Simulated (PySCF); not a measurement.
ClHOPb, neutral, multiplicity 1. Atoms are numbered in the order given.

```xyz
4

Pb     0.2525     0.3210     0.0000
Cl    -0.2830    -2.1031     0.0000
O     -1.7533     0.9417     0.0000
H     -1.8716     1.8994     0.0000
```
Charge 0, spin multiplicity 1.

The structure is a stationary point at B3LYP-D3(BJ)/def2-TZVP. The def2 effective core potentials stand for the cores of Pb; spin–orbit coupling is left out. The values are those of a single conformer.

Method: PySCF with CAM-B3LYP/def2-TZVPD.

Mulliken values depend strongly on the basis, most of all with diffuse functions as here. ESP charges are fitted to the potential on shells at 1.4 to 2.0 van der Waals radii. Atomic charges (e):

| atom | Mulliken | ESP fit |
|---|---|---|
| Pb1 | 0.94 | 0.62 |
| Cl2 | -0.49 | -0.33 |
| O3 | -0.74 | -0.63 |
| H4 | 0.28 | 0.33 |
